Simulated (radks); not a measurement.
O+, configuration [He] 2s2 2p3.

Method: non-relativistic Kohn-Sham, LDA (Slater exchange, Perdew-Wang correlation), spin-polarised, spherical densities, point nucleus; open shells are filled with parallel spins first; computed with a radial shooting solver on a logarithmic mesh with Libxc functionals.

Energy parts (eV):
| part | energy |
|---|---|
| total | -2014.026 |
| kinetic | 2005.813 |
| electron-nucleus | -4682.957 |
| Hartree | 867.233 |
| exchange-correlation | -204.114 |

Orbitals (lengths in bohr, moments of r in powers of bohr):
orbital	occ.	eigenvalue (eV)	<r>
1s up	1	-529.2834	0.2012
1s down	1	-526.7602	0.2003
2s up	1	-41.1542	1.080
2s down	1	-35.5805	1.123
2p up	3	-26.4382	1.083
2p down	0	-20.8092	1.177

The highest occupied level is 2p up at -26.438 eV. The density falls to 0.001 e/bohr^3 at r = 2.85 bohr. The electron density at the nucleus is 309.9 e/bohr^3. Spin moment in Bohr magnetons: 3. The spin density at the nucleus is -0.0869 e/bohr^3 (1s -0.8850, 2s 0.7981), a Fermi contact field of -4.55 T. Summed over all electrons, <r^2> = 7.506 bohr^2, which gives a Langevin (diamagnetic) susceptibility term of -5.94 x 10^-6 cm^3/mol.
